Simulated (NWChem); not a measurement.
Molecule: MoHO3F; SMILES [F][Mo](=[O])([OH])=[O]

```xyz
6

Mo     0.0672    -0.0222    -0.0406
O      1.0826     0.0230    -1.3618
O      1.0197    -0.1530     1.3217
F     -0.9325     1.5251     0.0419
O     -1.0374    -1.5057    -0.1802
H     -1.1992    -2.1866     0.4844
```
Atoms are numbered in this order, from 1.

Results from NWChem. STO-3G and 3-21G are far too small for this property and stand as cheap habits. All runs use the structure optimised with PBE0/def2-SVP. def2 effective core potentials on Mo; no spin-orbit coupling. Field at 589 nm.

```json
[
 {"level": "B3LYP/STO-3G (all-electron, non-relativistic)", "isotropic polarisability (bohr³)": "…", "anisotropy (bohr³)": "7.7"},
 {"level": "B3LYP/def2-SVP (core potentials)", "isotropic polarisability (bohr³)": "39.0", "anisotropy (bohr³)": "7.5"},
 {"level": "B3LYP/def2-SVPD (core potentials)", "isotropic polarisability (bohr³)": "48.0", "anisotropy (bohr³)": "7.7"}
]
```

Complete the blanks.


- B3LYP/STO-3G (all-electron, non-relativistic), isotropic polarisability (bohr³): 25.1
